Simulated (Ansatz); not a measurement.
I3Pb (SMILES [I][Pb-]([I])[I]), charge -1, singlet, geometry from GFN2-xTB (such geometries of metal compounds can be far from the true shape) (core potentials on I, Pb) (a gas-phase anion, which may not be bound at this level); CAM-B3LYP/def2-SVP in Ansatz (a program for electronic structure).

Ansatz was given this input:
Ansatz 0.2 input:
```yaml
crystal:
  periodic: [false, false, false]
  atoms:
    - {symbol: Pb, position_ang: [-0.00801113, -0.00941235, 0.81054775]}
    - {symbol: I, position_ang: [0.42898299, -2.52528977, -0.44320013]}
    - {symbol: I, position_ang: [1.98287322, 1.63760001, -0.37950125]}
    - {symbol: I, position_ang: [-2.39946163, 0.90225226, -0.43135362]}
basis:
  gaussian:
    orbitals: def2-SVP
hamiltonian:
  xc: cam_b3lyp
total_charge: -1
accuracy: high
```

What the program printed (banner, timings and long lists left out):

```
Functional definition: CAM-B3LYP
2539 factors; integrals over basis functions are off by at most 3.1e-8 eV
526 factors; integrals over basis functions are off by at most 1.7e-9 eV
mean field evaluation 1: about -29556.3368 eV, gradient 1.6e1 eV
mean field evaluation 2: about -29556.2729 eV, gradient 1.8e1 eV
mean field evaluation 4: about -29557.3374 eV, gradient 7.9e-1 eV
mean field evaluation 8: about -29557.3879 eV, gradient 2.1e-2 eV
mean field evaluation 16: about -29557.3879 eV, gradient 1.1e-5 eV
mean field -29557.38790306 eV, -1086.2139707202 hartree, gradient 3.0e-8 eV, S^2 0.000000; 0 other end points of the search recorded, 0 dependent functions left out
reference -29557.38792042 eV, -1086.2139713584 hartree; 49, 49 occupied and 55, 55 virtual orbitals, 2539 factors
Total energy: -29557.38792042 eV, -1086.2139713584 hartree
```
